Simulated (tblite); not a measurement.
C6H7N2S (doublet state).
Cartesian coordinates in Å at the GFN2-xTB level; atoms count from 1:
```xyz
16
C6H7N2S angstrom
C     -1.416    1.127    0.118
C     -1.237   -0.218   -0.532
C     -0.854   -1.401    0.292
C      0.142   -0.828   -0.692
C      1.310   -0.133   -0.170
C      1.333    0.791    0.903
N      2.458    1.299    1.209
S      3.590    0.653    0.181
N      2.526   -0.285   -0.647
H     -2.341    1.156    0.691
H     -0.576    1.325    0.802
H     -1.439    1.918   -0.629
H     -1.915   -0.399   -1.359
H     -1.282   -2.366    0.071
H     -0.653   -1.237    1.340
H      0.349   -1.394   -1.590
```

Structure optimised with GFN2-xTB, isolated species. This method treats the open shell by occupation alone, without spin polarisation.

Masses are those of the commonest isotopes; rigid-rotor values at the optimised geometry. The values belong to one conformer with, in the numbering `[CH3:1][C@@H:2]1[CH2:3][C@@H:4]1[c:5]1[c:6][n:7][s:8][n:9]1`, C3–C4–C5–C6 -43°.

What are A, B and C (MHz)?

Ia = 137.52, Ib = 543.32, Ic = 618.75 u·Å²; 505379 MHz·u·Å²/I gives A = 3675, B = 930.2, C = 816.8 MHz.

Classify the top.

A near-prolate asymmetric top: κ = (2 × 930.2 − 3675 − 816.8)/(3675 − 816.8) = -0.92.

Is it planar, by Δ = Ic − Ia − Ib?

Not planar: Δ = Ic − Ia − Ib = -62.09 u·Å². For a rigid frame Δ = −2 Σ m c², so Σ m c² = 31.05 u·Å² lies off the ab plane: 8.55 from hydrogen and 22.50 from heavier atoms. The atom farthest from that plane is 1.77 Å away.

Give the other two planar moments, Paa and Pbb, and the rms extents of the mass along the axes.

Paa = Σ m a² = (Ib + Ic − Ia)/2 = 512.28 and Pbb = Σ m b² = (Ia + Ic − Ib)/2 = 106.47 u·Å². With the mass M = 139.03 u, the rms extents √(P/M) along a, b and c are 1.92, 0.88, 0.47 Å.

List the rotational levels J(Ka,Kc) to J = 4 (cm⁻¹).

Above 0(0,0):
J = 1: 1(0,1) 0.0583, 1(1,1) 0.1498, 1(1,0) 0.1536
J = 2: 2(0,2) 0.1747, 2(1,2) 0.2626, 2(1,1) 0.2739, 2(2,1) 0.5486, 2(2,0) 0.5487
J = 3: 3(0,3) 0.3491, 3(1,3) 0.4317, 3(1,2) 0.4543, 3(2,2) 0.7234, 3(2,1) 0.7240, 3(3,1) 1.1907, 3(3,0) 1.1907
J = 4: 4(0,4) 0.5810, 4(1,4) 0.6570, 4(1,3) 0.6948, 4(2,3) 0.9564, 4(2,2) 0.9581, 4(3,2) 1.4240, 4(3,1) 1.4240, 4(4,1) 2.0780, 4(4,0) 2.0780
The levels of one J sum to (2J + 1)J(J + 1)(A + B + C)/3.

For this open shell read J as N, the rotation without spin; fine and hyperfine splittings come on top. Its GFN2-xTB frequencies are all real (lowest 49 cm⁻¹). No vibrational averaging or centrifugal distortion is included, and the geometry carries the error of its method.

Time: 0.48 s. Hardware: Arm Neoverse V2, one thread, no GPU, shared host with 48 logical CPUs at a one-minute load of 18. These figures are those of the optimisation.

All values are computed, not measured.
